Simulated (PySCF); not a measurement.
NbSF₂Cl, SMILES [Cl][Nb]([F])([F])=[S], multiplicity 1. Atoms are numbered in the order given.

```xyz
5

Nb     0.2508    -0.0832     0.0000
S     -1.3181    -1.5369     0.0000
F      1.2657    -0.3337    -1.5359
F      1.2657    -0.3337     1.5359
Cl    -0.7043     2.0005     0.0000
```
Charge 0, spin multiplicity 1.

Coordinates come from a B3LYP-D3(BJ)/def2-SVP optimisation. The spin state was assumed, not searched. The def2 effective core potentials stand for the cores of Nb; spin–orbit coupling is left out.

The numbers are results of PySCF with PBE/def2-TZVP, not measurements.

Computed frontier levels, gap, dipole moment and polarisability:
The highest occupied level comes out as -7.35 eV. The lowest empty level is -3.84 eV, the orbital gap comes out as 3.51 eV and the dipole moment comes out as 0.82 D. The quadrupole, principal values (traceless, Buckingham form, about the centre of nuclear charge) is -1.66, 0.60, 1.06 D·Å, the mean static polarisability is 71.2 bohr³ (10.55 Å³) and the polarisability, principal values is 54.6, 65.7, 93.4 bohr³.
